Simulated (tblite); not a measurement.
Input of a run (GFN2-xTB geometry optimisation, gas phase (tblite 0.8.0)), started from a force field or distance geometry:
```
{"job": {"kind": "relax", "xc": "GFN2-xTB", "basis": "xTB"}, "charge": -1, "multiplicity": 1}
C     -2.455500     0.465700     0.640200
C     -1.808600     0.004900    -0.427800
C     -2.313600    -1.310600    -0.963600
P     -0.407700     0.852800    -1.157700
C      1.142300     0.404100    -0.338600
C      1.904100     1.428800     0.076800
C      3.221500     1.189900     0.758100
H     -2.153600     1.405400     1.104300
H     -3.304000    -0.046500     1.078600
H     -3.394800    -1.161400    -1.301400
H     -2.352200    -2.089400    -0.187000
H     -1.737800    -1.660200    -1.828700
H      1.444700    -0.630700    -0.199300
H      1.553900     2.444200    -0.088100
H      3.077900     0.650400     1.703200
H      3.870100     0.551300     0.119600
H      3.706100     2.163000     1.001300
```

Output (eV, eV/Å):
```
step      E/eV     max force
  0    -559.18711    1.817
  1    -559.32861    0.912
  2    -559.38933    0.496
  3    -559.41484    0.486
  4    -559.44183    0.470
  5    -559.45959    0.457
  6    -559.47716    0.433
  7    -559.49392    0.465
  8    -559.51231    0.408
  9    -559.52609    0.301
 10    -559.53592    0.240
 11    -559.54609    0.322
 12    -559.55786    0.331
 13    -559.57020    0.269
 14    -559.58252    0.248
 15    -559.59596    0.343
 16    -559.61187    0.444
 17    -559.63130    0.382
 18    -559.65114    0.344
 19    -559.66786    0.316
 20    -559.68122    0.321
 21    -559.69227    0.301
 22    -559.70344    0.259
 23    -559.71683    0.297
 24    -559.72990    0.332
 25    -559.74283    0.361
 26    -559.75480    0.240
 27    -559.76766    0.266
 28    -559.77499    0.311
 29    -559.79279    0.300
 30    -559.80300    0.243
 31    -559.81186    0.229
 32    -559.81909    0.251
 33    -559.82772    0.381
 34    -559.84159    0.379
 35    -559.86894    0.342
 36    -559.88211    0.250
 37    -559.89152    0.275
 38    -559.89848    0.332
 39    -559.90419    0.282
 40    -559.90943    0.215
 41    -559.91263    0.177
 42    -559.91610    0.167
 43    -559.91986    0.130
 44    -559.92375    0.158
 45    -559.92893    0.191
 46    -559.93425    0.175
 47    -559.93854    0.186
 48    -559.94215    0.152
 49    -559.94647    0.188
 50    -559.95074    0.216
 51    -559.95518    0.158
 52    -559.95969    0.164
 53    -559.96528    0.184
 54    -559.97182    0.223
 55    -559.97889    0.228
 56    -559.98508    0.224
 57    -559.99103    0.229
 58    -559.99644    0.217
 59    -560.00302    0.216
 60    -560.00620    0.149
 61    -560.00932    0.123
 62    -560.01238    0.135
 63    -560.01576    0.162
 64    -560.01947    0.200
 65    -560.02436    0.224
 66    -560.03188    0.332
 67    -560.04161    0.310
 68    -560.05368    0.294
 69    -560.06485    0.245
 70    -560.07397    0.296
 71    -560.07980    0.259
 72    -560.08726    0.150
 73    -560.09152    0.221
 74    -560.09494    0.194
 75    -560.09833    0.136
 76    -560.10396    0.227
 77    -560.10946    0.261
 78    -560.11405    0.165
 79    -560.11746    0.160
 80    -560.12037    0.101
 81    -560.12284    0.112
 82    -560.12495    0.122
 83    -560.12662    0.110
 84    -560.12793    0.070
 85    -560.12881    0.102
 86    -560.12959    0.083
 87    -560.13024    0.069
 88    -560.13085    0.054
 89    -560.13136    0.060
 90    -560.13192    0.047
 91    -560.13244    0.053
 92    -560.13295    0.047
 93    -560.13337    0.053
 94    -560.13372    0.054
 95    -560.13405    0.048
 96    -560.13442    0.038
 97    -560.13474    0.033
 98    -560.13492    0.028
 99    -560.13503    0.024
100    -560.13514    0.025
101    -560.13527    0.030
102    -560.13538    0.023
103    -560.13545    0.022
104    -560.13551    0.019
105    -560.13561    0.023
106    -560.13575    0.031
107    -560.13590    0.034
108    -560.13605    0.032
109    -560.13625    0.041
110    -560.13658    0.053
111    -560.13713    0.058
112    -560.13784    0.055
113    -560.13862    0.063
114    -560.13929    0.055
115    -560.13989    0.064
116    -560.14034    0.053
117    -560.14074    0.033
118    -560.14087    0.033
119    -560.14094    0.020
120    -560.14101    0.019
121    -560.14108    0.016
122    -560.14114    0.016
123    -560.14119    0.017
124    -560.14124    0.016
125    -560.14129    0.015
126    -560.14135    0.016
127    -560.14140    0.015
128    -560.14144    0.017
129    -560.14148    0.014
130    -560.14155    0.020
131    -560.14164    0.027
132    -560.14173    0.021
133    -560.14180    0.025
134    -560.14186    0.028
135    -560.14194    0.025
136    -560.14208    0.031
137    -560.14222    0.036
138    -560.14238    0.028
139    -560.14253    0.030
140    -560.14271    0.036
141    -560.14297    0.040
142    -560.14282    0.097
143    -560.14345    0.036
144    -560.14370    0.029
145    -560.14141    0.250
146    -560.14399    0.032
147    -560.14412    0.020
148    -560.14334    0.163
149    -560.14428    0.009
```

Task: Summarise the run.

Result: The energy falls by 0.957 eV over 149 L-BFGS steps, the largest force on an atom goes from 1.82 to 0.009 eV/Å, and the atoms move by 1.041 Å rms after alignment. The bond that changes most is C3–H10 (allylic carbon to methyl hydrogen), which shortens by 0.050 Å. Bonds longer at the end by more than 0.005 Å: 1 of 16; shorter: 8. Among the angles that change most is C3–C2–P4, from 122.0° to 111.7°. Among the dihedrals that turn most is C3–C2–P4–C5, from -93° to -179°. The energy rose by more than 1e-5 eV at steps 142, 145 and 148. The first step brought 15 % of the lowering.

Task: What are the final bond lengths?

Result: C1=C2 1.343 Å, C2–C3 1.512 Å, C2–P4 1.792 Å, P4–C5 1.772 Å, C5=C6 1.342 Å, C6–C7 1.499 Å, C1–H8 1.076 Å, C1–H9 1.084 Å, C3–H10 1.093 Å, C3–H11 1.092 Å, C3–H12 1.089 Å, C5–H13 1.084 Å, C6–H14 1.083 Å, C7–H15 1.090 Å, C7–H16 1.096 Å, C7–H17 1.096 Å. Numbering counts from 1 in the input's order; the species is `C=C(C)[P-]/C=C/C`.

GFN2-xTB frequencies show an imaginary mode (39i cm⁻¹), so the point is no minimum at that level.

One conformer stands for the species.

The numbers are calculated, not measured.
